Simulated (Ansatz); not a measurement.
Pulling on the C1–I2 bond in CH3I (SMILES CI) (multiplicity 1 held, fragments rigid). Energies count from the point at 2.156 Å.
Geometry at that point (charge 0, multiplicity 1):
```xyz
5

C     -1.827    -0.036    -0.041
I      0.329     0.007     0.007
H     -2.120    -0.844    -0.702
H     -2.171    -0.208     0.972
H     -2.162     0.924    -0.416
```

R- and RO- levels are restricted; in cc, def2 and unpolarised 6-31G sets they are followed outwards from rest. Unrestricted levels (U-) break spin symmetry where that is lower. Active spaces are followed from a long bond inwards. Levels need not reach the same state.

Correlated levels freeze the cores. Filled d and f shells under p-block atoms count as core.

Programs: Ansatz (a first-principles code).  In def2 rows elements past Kr take small-core potentials, without spin–orbit coupling.

Energies in kcal/mol.

```
R (Å)  U-HF/def2-TZVPP  R-r2SCAN/def2-TZVPP  U-r2SCAN/def2-TZVPP  U-CCSD/def2-TZVPP  FIC-MRCISD+Q on CASSCF(6,4)/def2-TZVPP
-----  ---------------  -------------------  -------------------  -----------------  --------------------------------------
1.725             61.0                 58.1                 58.1               60.1                                    60.7
1.941              9.9                  9.6                  9.6                9.8                                    10.2
2.156              0.0                  0.0                  0.0                0.0                                     0.0
2.372              7.4                  6.4                  6.4                7.0                                     6.3
2.588             19.5                 18.6                 18.6               20.5                                    18.1
2.911             29.4                 38.5                 38.5               41.5                                    36.2
3.235             33.8                 55.7                 51.6               54.5                                    49.9
3.774             36.4                 75.7                 61.2               61.6                                    61.3
4.313             37.2                 87.0                 64.8               63.3                                    64.8
4.960             37.5                 93.8                 66.2               63.9                                    65.9
5.822             37.6                 97.2                 66.7               64.1                                    66.2
6.901             37.7                 98.5                 66.8               64.2                                    66.3
```

Doubts at one or more of the structures used: a spin-contaminated determinant (U-HF/def2-TZVPP, U-r2SCAN/def2-TZVPP, U-CCSD/def2-TZVPP); a restricted determinant that unrestricted orbitals would lower (R-r2SCAN/def2-TZVPP); T1 above 0.05 (U-CCSD/def2-TZVPP); the program's own flag: other amplitudes (U-CCSD/def2-TZVPP); active orbitals that take no part (FIC-MRCISD+Q on CASSCF(6,4)/def2-TZVPP).
